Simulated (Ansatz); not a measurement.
One change: `[CH3][SnH2][SiH3]` becomes `[SiH3][SnH3]`.

Ansatz, PBE0-D4/def2-TZVP geometries, multiplicity 1. 

Elements past krypton have def2 core potentials.

```json
{"property": "size of the dipole moment (B3LYP/def2-TZVPP) / D", "`[CH3][SnH2][SiH3]`": "0.73"}
{"property": "HOMO–LUMO gap (ωB97M-V/def2-TZVPP) / eV", "`[CH3][SnH2][SiH3]`": "11.10"}
{"property": "size of the dipole moment (ωB97M-V/def2-TZVPP) / D", "`[CH3][SnH2][SiH3]`": "0.68"}
{"property": "HOMO energy (B3LYP/def2-TZVPP) / eV", "`[CH3][SnH2][SiH3]`": "-7.51"}
{"property": "HOMO energy (PBE/def2-TZVPP) / eV", "`[CH3][SnH2][SiH3]`": "-6.67"}
{"property": "LUMO energy (B3LYP/def2-TZVPP) / eV", "`[CH3][SnH2][SiH3]`": "-0.25"}
```

Task: What does the change do to each property? (An estimate is asked.)

Result: Computed: 
| property | `[SiH3][SnH3]` | shift |
| --- | --- | --- |
| size of the dipole moment (B3LYP/def2-TZVPP) / D | 0.29 | -0.44 |
| HOMO–LUMO gap (ωB97M-V/def2-TZVPP) / eV | 11.35 | 0.25 |
| size of the dipole moment (ωB97M-V/def2-TZVPP) / D | 0.27 | -0.41 |
| HOMO energy (B3LYP/def2-TZVPP) / eV | -7.81 | -0.30 |
| HOMO energy (PBE/def2-TZVPP) / eV | -6.96 | -0.29 |
| LUMO energy (B3LYP/def2-TZVPP) / eV | -0.35 | -0.10 |

The zero-point energy changes by -77.7 kJ/mol with -9 modes. Dipoles are sizes alone; their direction can turn.

B3LYP here is the variant with VWN-RPA as its local correlation; programs differ in this.
